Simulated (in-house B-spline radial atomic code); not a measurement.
A fraction x of an electron is removed from 4d in the ruthenium ion Ru²⁺, starting from [Kr] 4d6 and keeping the highest spin. Computed with an all-electron radial atomic-structure program (B-spline basis): scalar-relativistic (X2C) PBE0, spin-polarised, spherical fractional occupations, Fermi nucleus of rms radius 4.4809 fm.

Caution: exact exchange at fractional occupations of open shells leaves self-interaction of up to several eV.

```tsv
x	E(x) - E(0) (eV)	4d down level (eV)
0	0.0000	-21.065
0.06	1.2837	-21.725
0.24	5.3743	-23.733
0.31	7.0633	-24.525
0.39	9.0617	-25.437
0.5	11.9292	-26.703
0.52	12.4656	-26.935
0.68	16.9243	-28.804
0.76	19.2663	-29.747
0.93	24.4951	-31.771
1	26.7484	-
```

The exact functional would give a straight line between the two integer points. Deviations E(x) - E(0) - x[E(1) - E(0)], in eV: -0.321 at x = 0.06, -1.045 at x = 0.24, -1.229 at x = 0.31, -1.37 at x = 0.39, -1.445 at x = 0.5, -1.444 at x = 0.52, -1.265 at x = 0.68, -1.062 at x = 0.76, -0.381 at x = 0.93.

The curve lies below the straight line by up to 1.445 eV (at x = 0.5): convex, the delocalisation error, to which spherically averaged exact exchange adds.

**Question.** How well does Slater's transition state (minus the level at half occupation) give the ionisation energy?

**Answer.** It gives 26.703 eV against 26.748 eV from the two total energies; NIST lists 28.47 eV, ground level to ground level. The end point has an open shell averaged over its orbitals, so its exact exchange keeps a self-interaction and this is no true integer point.
